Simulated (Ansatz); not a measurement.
This triplet is an excited state, 1.08 eV above the relaxed singlet at the level frozen-core CCSD(T)/cc-pVTZ // PBE0-D3(BJ)/def2-TZVP (Ansatz, an electronic-structure program).

Species: CH$_{4}$Ge, SMILES `[CH3][GeH]` (excited triplet) (charge 0, multiplicity 3).

Question: Give a relaxed geometry from PBE0-D3(BJ)/def2-TZVP run with Ansatz.

Answer: the end point of this relaxation (outside a Z-matrix the atoms follow the SMILES, hydrogens last).
Cartesian coordinates (Å) in one orientation:
```xyz
6

C     -0.644     0.001    -0.021
Ge     1.219    -0.554    -0.358
H     -0.847    -0.040     1.050
H     -1.319    -0.677    -0.541
H     -0.794     1.015    -0.394
H      2.384     0.255     0.263
```
